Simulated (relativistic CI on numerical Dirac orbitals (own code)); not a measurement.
**d2 in a ligand field**

Computed with a parametric ligand-field model of a d^n configuration (Racah B and C, spin-orbit zeta, crystal field), exact diagonalisation.

Field parameters in Wybourne normalisation: Oh B⁴₀ = 21Dq, B⁴₄ = √(5/14) B⁴₀; Td as Oh with Dq negative (B⁴₀ = 21Dq, B⁴₄ = √(5/14) B⁴₀). The field is a parameter set, without covalency.

Lowest levels for B = 630, C = 2730, ζ = 570 cm⁻¹, Td, 10Dq = -11900 cm⁻¹?

T2 0 (S 1.00), E 10020 (S 0.23), A2 11686 (S 1.00), T2 11816 (S 1.00), T1 12067 (S 1.00), E 12287 (S 0.91), A1 17246 (S 0.61), T2 17611 (S 1.00), E 17695 (S 0.99) cm⁻¹, with S from ⟨S²⟩ = S(S + 1). The ground level has 1.99 electrons in the cubic e pair.

Lowest levels for B = 340, C = 1240, ζ = 690 cm⁻¹, Oh, 10Dq = 27200 cm⁻¹?

E 0 (S 0.99), T2 21 (S 0.99), T1 861 (S 1.00), A1 1177 (S 0.99), T2 5109 (S 0.02), E 5156 (S 0.03), A1 11556 (S 0.02), A2 26469 (S 1.00), T2 26632 (S 1.00) cm⁻¹, with S from ⟨S²⟩ = S(S + 1). The ground level has 0.01 electrons in the cubic e pair.

Lowest levels for B = 650, C = 2380, ζ = 660 cm⁻¹, Oh, 10Dq = 32600 cm⁻¹?

E 0 (S 1.00), T2 19 (S 1.00), T1 833 (S 1.00), A1 1198 (S 1.00), T2 9340 (S 0.01), E 9441 (S 0.01), A1 21207 (S 0.01), A2 31172 (S 1.00), T2 31343 (S 1.00) cm⁻¹, with S from ⟨S²⟩ = S(S + 1). The ground level has 0.01 electrons in the cubic e pair.

Lowest levels for B = 400, C = 1600, ζ = 540 cm⁻¹, Td, 10Dq = -2600 cm⁻¹?

T2 0 (S 1.00), E 2379 (S 0.97), A2 2596 (S 1.00), T2 2741 (S 1.00), T1 2875 (S 1.00), T2 4483 (S 1.00), E 4697 (S 0.99), T1 5160 (S 1.00), A1 5359 (S 0.99) cm⁻¹, with S from ⟨S²⟩ = S(S + 1). The ground level has 1.91 electrons in the cubic e pair.

Lowest levels for B = 710, C = 3450, ζ = 390 cm⁻¹, Td, 10Dq = -10900 cm⁻¹?

T2 0 (S 1.00), A2 10740 (S 1.00), E 10798 (S 0.93), T2 10834 (S 1.00), T1 11010 (S 1.00), E 12477 (S 0.19), T2 16749 (S 1.00), E 16809 (S 0.99), T1 17046 (S 1.00) cm⁻¹, with S from ⟨S²⟩ = S(S + 1). The ground level has 2.00 electrons in the cubic e pair.
